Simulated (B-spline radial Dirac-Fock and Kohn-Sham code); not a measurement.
# X-ray scattering factor of W¹⁸⁺

System: the W¹⁸⁺ ion, 1s2 2s2 2p6 3s2 3p6 3d10 4s2 4p6 4d10 4f10.

Input of the calculation (task.json; shells as n, l, electrons):

```json
{"items": [{
  "Z": 74,
  "q": 18,
  "cfg": [[1, 0, 2], [2, 0, 2], [2, 1, 6], [3, 0, 2], [3, 1, 6], [3, 2, 10], [4, 0, 2], [4, 1, 6], [4, 2, 10], [4, 3, 10]],
  "A": 184,
  "rrms": 5.3658,
  "do": ["scatter"],
  "s": [0.0, 0.09, 0.11, 0.13, 0.16, 0.19, 0.23, 0.28, 0.34, 0.41, 0.49, 0.6, 0.73, 0.88, 1.07, 1.3, 1.58, 1.91, 2.32, 2.81, 3.41, 4.14, 5.02],
  "pz": [0, 0.1, 0.14, 0.2, 0.27, 0.38, 0.54, 0.75, 1.1, 1.5, 2.1, 2.9, 4.0, 5.6, 7.9, 11.0, 15.0, 22.0, 30.0, 42.0, 59.0],
  "hv_scatter": [1000, 5000, 10000, 17479.3, 20000, 30000, 50000, 100000]
}]}
```

Run with: `python xray_run.py task.json out`

Model: relativistic Hartree-Fock (Dirac-Fock) wave functions, averaged over the configuration. Program: a radial atomic solver. f₀ is the Fourier transform of the spherical electron density, S the Waller-Hartree incoherent function, and s = sin θ/λ.

```csv
s (Å⁻¹),f₀,S
0,56.000,0.000
0.09,55.492,0.392
0.11,55.244,0.581
0.13,54.949,0.806
0.16,54.420,1.206
0.19,53.793,1.675
0.23,52.815,2.397
0.28,51.386,3.429
0.34,49.415,4.815
0.41,46.846,6.560
0.49,43.685,8.631
0.6,39.210,11.460
0.73,34.132,14.625
0.88,28.995,17.961
1.07,23.929,21.741
1.3,19.796,25.794
1.58,16.759,30.070
1.91,14.453,34.184
2.32,12.083,38.022
2.81,9.527,41.306
3.41,7.182,44.205
4.14,5.578,46.774
5.02,4.623,49.008
```

f₀ starts at the number of electrons, 56, and has fallen to half at s ≈ 0.92 Å⁻¹. The sum of ⟨r²⟩ over the electrons is 8.571 bohr².
